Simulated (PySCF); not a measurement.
Estimate the missing entries of this data sheet.

Species: C7H8FN.
Structure used (GFN2-xTB), in Å, numbered top down from 1:
```
atom  x, y, z in Å
C1    -3.1171   -0.6382    0.6720
C2    -2.0365    0.0896    0.3601
C3    -2.1572    1.4937    0.1889
N4    -2.2808    2.6245    0.0551
C5    -0.7034   -0.4767    0.1770
F6    -0.6550   -1.8223    0.3416
C7     0.4040    0.1976   -0.1294
C8     1.7543   -0.4113   -0.3013
C9     2.7611    0.2088    0.6676
H10   -4.0831   -0.1807    0.7972
H11   -3.0477   -1.7043    0.8058
H12    0.3295    1.2689   -0.2478
H13    2.0908   -0.2304   -1.3264
H14    1.7014   -1.4895   -0.1444
H15    3.7452   -0.2256    0.5129
H16    2.4595    0.0245    1.6961
H17    2.8282    1.2835    0.5147
```

| property | level | value |
| --- | --- | --- |
| point group of the GFN2-xTB geometry | GFN2-xTB | C1 |
| rotational constants A, B, C of the GFN2-xTB geometry | GFN2-xTB | 2.459, 1.038, 0.763 GHz |
| dipole moment | B3LYP/def2-SVPD | ? |
| HOMO energy | B3LYP/def2-SVPD | ? |
| LUMO energy | B3LYP/def2-SVPD | ? |
| lowest singlet excitation | TDDFT B3LYP/def2-SVPD | 4.90 eV (253 nm, f = 0.396) |
| lowest triplet excitation (Tamm–Dancoff) | TDA B3LYP/def2-SVPD | ? |
| static isotropic polarisability | B3LYP/def2-SVPD | ? |
| electronic spatial extent ⟨r²⟩ about the centre of nuclear charge | B3LYP/def2-SVPD | ? |

The electronic properties come from PySCF, for the isolated species, density fitting.

The HOMO energy?

-7.14 eV.

Give the dipole moment.

2.62 D.

What is the electronic spatial extent ⟨r²⟩ about the centre of nuclear charge?

1477 bohr².

What is the LUMO energy?

-2.19 eV.

What is the lowest triplet excitation (Tamm–Dancoff)?

2.94 eV.

The static isotropic polarisability?

95.7 au.

The largest Löwdin shares of the LUMO are 0.32 on C1, 0.19 on C2, 0.13 on C7 and 0.08 on N4. With B = h/(8π²I), that is 505.379 GHz u Å² over I, the principal moments of inertia are 205.5, 486.7 and 662.7 u Å² (most abundant isotopes). In wavenumbers S1 is 39500 cm⁻¹ (1 eV = 8065.54 cm⁻¹). The polarisability is 14.18 Å³ as a volume (1 au = 0.148185 Å³), or 1.45 au for each of the 66 electrons.

For the TDDFT job (B3LYP/def2-SVPD), on an Arm Neoverse V2 with one thread (shared host), this took 50 s of wall time and 0.98 GiB of memory at its peak.

One conformer stands for the species.
